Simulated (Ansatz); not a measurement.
Isomers of Mg9S9 (singlet), relaxed with PBE-D4/def2-SVP; total energies from Ansatz at ωB97X-V/def2-TZVP.

| isomer | description | energy (Eh) |
| --- | --- | --- |
| A | point group C3h; 27 × Mg–S 2.38 to 2.46 Å | -5384.90504 |
| B | point group D3h; 30 × Mg–S 2.39 to 2.57 Å | -5384.91207 |
| C | point group C4v; 33 × Mg–S 2.37 to 2.68 Å | -5384.90014 |

Single mean-field runs in def2-TZVP are fitted with def2-universal-jkfit.

**Question.** Work out the relative energies (1 Eh = 2625.5 kJ/mol) and the Boltzmann populations at 800 K from electronic energies alone (R = 8.314 J/mol/K).

**Answer.** ΔE: A 18.5, B 0.0, C 31.3 kJ/mol. RT = 6.65 kJ/mol. Factors exp(−ΔE/RT): A 0.0619, B 1, C 0.00903; sum 1.071. Populations: A 5.8 %, B 93.4 %, C 0.8 %. Zero-point energy, vibrational entropy and symmetry numbers are left out and can shift these; an error of 4 kJ/mol changes a ratio by a factor of 1.8. Over the other density-functional and correlated levels in def2 sets, the gap between B and A ranges from 25 to 51 kJ/mol.
